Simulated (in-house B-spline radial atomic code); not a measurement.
Fe: [Ar] 3d6 4s1 4p1 (an excited or competing configuration)

Method: non-relativistic r2SCAN0, spin-polarised, spherical fractional occupations, point nucleus. Calculated with an all-electron radial atomic-structure program (B-spline basis).

Z_r = [3n² - l(l+1)]/(2<r>); Z_e = n√(-2ε); the last column is Slater's effective charge. Values are occupation-weighted means over spin.

```
shell  electrons   ε (eV)  <r> (bohr)    Z_r    Z_e  Slater
   1s          2  -6997.2     0.05915  25.36  22.68   25.70
   2s          2  -829.98      0.2692  22.29  15.62   21.85
   2p          6  -714.38      0.2365  21.14  14.49   21.85
   3s          2  -100.99      0.8194  16.47   8.17   14.75
   3p          6  -66.117      0.8627  14.49   6.61   14.75
   3d          6  -12.213       1.108   9.48   2.84    6.25
   4s          1  -8.1225       2.917   8.23   3.09    3.75
   4p          1  -2.4714       3.988   5.77   1.70    3.75
```

The least bound orbital is 4p up at -2.471 eV, and it is also the most diffuse (<r> = 3.988 bohr).

Caution: exact exchange at fractional occupations of open shells leaves self-interaction of up to several eV.
